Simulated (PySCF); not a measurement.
# One molecule, several mistakes: GeH3NOSi

These are calculations, not measurements. They come from PySCF 2.14.0, an open-source quantum chemistry program, on an isolated molecule that a program drew, which may never have been made. The molecule is GeH3NOSi (charge 0, singlet), drawn as the SMILES string `N=[SiH][Ge][OH]`.

Each row is a Hartree-Fock (HF) and frozen-core CCSD(T) single point in the cc-pV(D+d)Z basis, meant for a local HF minimum. Run 1 is clean. Each other run has one planted mistake out of seven kinds, and not every kind appears here: one electron removed, one electron added, multiplicity raised by two, geometry at a saddle point, minimal basis STO-3G, one bond length entered in bohr, all coordinates scaled. The reference is restricted for singlets and unrestricted otherwise, and also for a bond in bohr. Adding or removing an electron swaps singlet and doublet. Electrons count all cores. HOMO and LUMO are orbital energies over both spins, the gradient is its largest component, and the lowest frequency (negative if imaginary) is given only where the gradient is small. Bond lengths are over the 6 bonds as drawn. T1 is the CCSD diagnostic: over 0.02 (restricted) or 0.045 (unrestricted) a single reference is doubtful. Germanium has the cc-pVDZ-PP basis, with a core potential (ECP10MDF) in place of its 10 inner electrons, and its 3s, 3p and 3d shells are frozen in CCSD(T).

Geometry of the clean run:
```xyz
7
GeH3NOSi, angstrom
N    -1.7896    2.2813    0.7953
Si   -1.1058    0.9807    0.1976
Ge   -1.2287    0.0475   -2.1598
O    -0.1849   -1.3643   -1.8620
H    -2.3677    2.8686    0.2187
H    -0.2742    0.1943    1.1504
H     0.1940   -1.5238   -1.0084
```

```
run,electrons,basis functions,<S^2>,HOMO (eV),LUMO (eV),gradient (hartree/bohr),lowest frequency (cm^-1),mean bond (Å),longest bond (Å),T1,HF (hartree),CCSD(T) (hartree),mistake
1,64,89,0.000,-8.70,-0.15,2.2e-05,57,1.5580,2.538,0.0227,-713.34049,-713.92290,no fault
2,64,89,2.135,-7.42,-1.01,2.2e-02,-,1.5580,2.538,0.0398,-713.29888,-713.86896,multiplicity raised by two
3,64,89,0.000,-8.74,-0.45,6.1e-02,-,1.6857,2.746,0.0279,-713.29881,-713.90434,all coordinates scaled
4,65,89,0.811,-1.40,6.38,4.2e-02,-,1.5580,2.538,0.0247,-713.36863,-713.94955,?
```

**Which mistake was planted in run 4, and what did it cost?**

It counts 65 electrons, one more than the clean run, at the same geometry and basis. So the mistake is: one electron added. Subtracting run 1 and multiplying by 627.51 kcal/mol a hartree, the energy moved by -17.7 kcal/mol in HF and -16.7 kcal/mol in CCSD(T).

Cautions from the logs. Run 1: T1 is over the limit, so its CCSD(T) energy is less reliable; run 3: T1 is over the limit, so its CCSD(T) energy is less reliable.
